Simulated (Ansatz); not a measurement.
B₁₂N₁₂H₃₂, a nanocrystal cut from zinc blende BN (hydrogen-capped), relaxed as a singlet with RKS PBE-D4/def2-SVP in Ansatz, starting from the GFN2-xTB geometry. Force threshold 0.03 eV/Å.

Single mean-field runs in def2-SVP are fitted with def2-universal-jkfit.

Start:

Cartesian coordinates in Å:
```
N 1.1161 -1.1048 2.6208
N -2.8134 0.3778 1.4448
N -1.4106 2.2814 -0.2785
N 2.3277 0.5147 1.0959
N 1.1041 2.1524 -0.2949
N -0.2032 0.5981 1.2182
N -0.2324 -1.8672 0.6666
N -1.5741 -0.2319 -0.7911
N 0.9925 -0.3050 -0.8975
N 2.2583 -1.9682 0.5987
N -0.2870 1.4347 -2.2657
N -0.4063 -1.4365 -2.8137
B -1.4269 0.4501 2.2169
B 1.1064 0.3969 2.0328
B 1.0182 -2.1923 1.5119
B -0.1266 2.0382 0.6400
B -2.8692 -0.4693 0.0923
B -1.5847 1.1813 -1.3996
B 2.4398 1.9879 0.5301
B 2.2933 -0.4998 -0.0673
B 1.0640 1.1389 -1.4665
B -0.2616 -0.4102 0.0271
B -1.7288 -1.3289 -1.9257
B 0.9935 -1.3780 -2.0657
H 1.9302 -1.2281 3.2121
H 0.2932 -1.1380 3.2162
H -3.4654 -0.0788 2.0710
H -3.2013 1.3006 1.2950
H -1.3379 3.1993 -0.7064
H -2.2235 2.3080 0.3202
H 3.1761 0.3815 1.6324
H 1.1490 3.0923 -0.6707
H -1.0911 -1.9291 1.2074
H -0.3395 -2.4983 -0.1234
H 3.1318 -2.1373 1.0844
H 2.2215 -2.5961 -0.1996
H -0.2722 2.3977 -2.5875
H -0.2954 0.8566 -3.0938
H -0.4436 -0.7749 -3.5789
H -0.4560 -2.3464 -3.2555
H -1.4690 1.3813 2.9679
H -1.3873 -0.5801 2.8509
H 1.1847 1.1361 2.9634
H 0.9980 -3.3008 1.9737
H -0.1126 2.8822 1.4831
H -3.8479 -0.1262 -0.5027
H -2.9624 -1.6144 0.4334
H -2.5587 1.4218 -2.0528
H 2.4739 2.7758 1.4284
H 3.3881 2.0838 -0.1910
H 3.2765 -0.4450 -0.7371
H 1.9779 1.3030 -2.2159
H -1.8929 -2.4208 -1.4599
H -2.6286 -1.0446 -2.6599
H 1.1596 -2.5061 -1.6600
H 1.8358 -1.1149 -2.8743
```

| step | energy (eV) | largest force component (eV/Å) | SCF passes |
| --- | --- | --- | --- |
| 1 | -26487.5815 | 0.782 | 21 |
| 2 | -26487.9863 | 0.380 | 19 |
| 3 | -26488.0188 | 0.241 | 22 |
| 4 | -26488.0512 | 0.040 | 22 |
| 5 | -26488.0519 | 0.011 | 24 |

Force components are those of the run's own axes.

End:

```xyz
56

N     1.083   -1.105    2.627
N    -2.812    0.397    1.458
N    -1.429    2.299   -0.282
N     2.353    0.525    1.106
N     1.110    2.179   -0.302
N    -0.198    0.614    1.225
N    -0.251   -1.879    0.660
N    -1.579   -0.225   -0.797
N     1.006   -0.295   -0.905
N     2.246   -1.982    0.571
N    -0.295    1.443   -2.288
N    -0.390   -1.431   -2.827
B    -1.417    0.462    2.231
B     1.123    0.403    2.061
B     1.013   -2.208    1.515
B    -0.131    2.071    0.648
B    -2.869   -0.470    0.105
B    -1.611    1.196   -1.421
B     2.457    2.007    0.533
B     2.326   -0.505   -0.068
B     1.078    1.159   -1.491
B    -0.262   -0.416    0.029
B    -1.720   -1.338   -1.928
B     1.014   -1.374   -2.070
H     1.857   -1.262    3.286
H     0.216   -1.142    3.194
H    -3.465   -0.073    2.098
H    -3.241    1.326    1.347
H    -1.362    3.235   -0.707
H    -2.271    2.376    0.296
H     3.222    0.416    1.644
H     1.189    3.138   -0.667
H    -1.129   -1.971    1.199
H    -0.379   -2.537   -0.127
H     3.135   -2.227    1.024
H     2.162   -2.611   -0.248
H    -0.275    2.415   -2.629
H    -0.319    0.903   -3.158
H    -0.422   -0.802   -3.640
H    -0.435   -2.361   -3.264
H    -1.432    1.381    3.046
H    -1.380   -0.632    2.832
H     1.207    1.162    3.020
H     0.988   -3.345    1.985
H    -0.121    2.935    1.517
H    -3.897   -0.184   -0.505
H    -2.902   -1.644    0.498
H    -2.618    1.423   -2.087
H     2.486    2.818    1.458
H     3.431    2.104   -0.214
H     3.340   -0.448   -0.755
H     2.016    1.323   -2.263
H    -1.820   -2.461   -1.416
H    -2.678   -1.104   -2.662
H     1.136   -2.532   -1.620
H     1.914   -1.145   -2.874
```

By distances, no bond broke or formed. The bond that changes most is B23–H53, from 1.20 to 1.24 Å (atoms count from 1).

No frequencies were taken in this run, so the end may be a saddle point.

It took 26 s on 2 threads of AMD EPYC 7R13 on a shared host and a share (18 GiB) of an NVIDIA H100 80GB HBM3, peak host memory 1.1 GiB.
